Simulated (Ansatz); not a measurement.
Cost and result for the atomization energy of CH$_{3}$SSb (`S=[CH][SbH2]`) (6 atoms, 5 bonds).

Cartesian coordinates in Å:
```
S 2.175 0.604 -0.097
C 0.864 -0.195 0.367
Sb -0.894 -0.497 -0.848
H 0.851 -0.709 1.332
H -1.966 -0.359 0.478
H -1.031 1.156 -1.232
```

The species carries charge 0 and has multiplicity 1. Correlated methods include outer-core shells of Sb, which these sets cover unevenly. Sb: def2 effective core potential. The geometry is a stationary point of PBE0-D4/def2-TZVP. Program: Ansatz. All runs use 2 threads of an AMD EPYC 7B13 on a shared host. Times are those of one run each, without the atoms' runs, and a repeat can differ threefold. Electronic energies, without spin–orbit coupling; frozen cores. CCSD(T)/CBS adds CCSD(T) − MP2 in def2-TZVPP to the MP2 limit, and its time is that of the two runs behind it. T1 = 0.017; the RHF reference is unstable towards UHF. With those shells the extrapolation isn't a true limit.

CCSD(T)/CBS is a level of theory with its own doubt, some kJ/mol a heavy atom from the limit and from the frozen cores, so smaller differences don't rank the functionals.

| level | functions | atomization (kJ/mol) | difference from CCSD(T)/CBS | per bond |
| --- | --- | --- | --- | --- |
| PBE-QIDH/def2-TZVPP | 165 | 1653.2 | -43.9 | -8.8 |
| CAM-B3LYP-D4/def2-TZVPP | 165 | 1688.3 | -8.8 | -1.8 |
| PBE0-D4/def2-TZVPP | 165 | 1688.4 | -8.7 | -1.7 |
| BHLYP-D4/def2-TZVPP | 165 | 1623.2 | -73.9 | -14.8 |
| B97M-V/def2-TZVPP | 165 | 1727.1 | 30.0 | 6.0 |
| r2SCANh-D4/def2-TZVPP | 165 | 1671.4 | -25.7 | -5.1 |
| CCSD(T)/CBS(def2) | – | 1697.1 | 0.0 | 0.0 |
| LDA (SPW92)/def2-TZVPP | 165 | 2004.3 | 307.2 | 61.4 |
| MP2/def2-QZVPP | 299 | 1669.8 | -27.3 | -5.5 |
| CCSD(T)/def2-SVP | 73 | 1532.8 | -164.3 | -32.9 |
| revPBE-D4/def2-TZVPP | 165 | 1700.9 | 3.8 | 0.8 |
| CCSD(T)/def2-TZVPP | 165 | 1634.8 | -62.3 | -12.5 |
| BLYP-D4/def2-TZVPP | 165 | 1722.8 | 25.7 | 5.1 |

(1) Order the runs by time, with rough figures. (Estimate.)

Answers

(1) Computed: LDA (SPW92)/def2-TZVPP 1 s; revPBE-D4/def2-TZVPP 1.5 s; BLYP-D4/def2-TZVPP 1.5 s; PBE0-D4/def2-TZVPP 2 s; BHLYP-D4/def2-TZVPP 2.1 s; CAM-B3LYP-D4/def2-TZVPP 2.5 s; CCSD(T)/def2-SVP 2.8 s; r2SCANh-D4/def2-TZVPP 3.4 s; B97M-V/def2-TZVPP 5.5 s; PBE-QIDH/def2-TZVPP 6.5 s; MP2/def2-QZVPP 10 s; CCSD(T)/def2-TZVPP 34 s; CCSD(T)/CBS(def2) 44 s.

In def2-TZVPP, CCSD(T) changes the Hartree–Fock value by +576.4 kJ/mol (the triples alone add +46.9 kJ/mol) and MP2 by +574.2 kJ/mol; breaking electron pairs costs correlation energy, which Hartree–Fock lacks. From PBE to PBE0 (25 % exact exchange), in def2-TZVPP and without D4, the atomization energy moves by −57.1 kJ/mol: exact exchange takes away binding that semilocal exchange gives to molecules. At CCSD(T), def2-SVP lies −164.3 kJ/mol from the extrapolated value and def2-TZVPP −62.3 kJ/mol: correlation converges slowly with the basis, and small sets miss more of it in the bonded molecule than in its fragments.
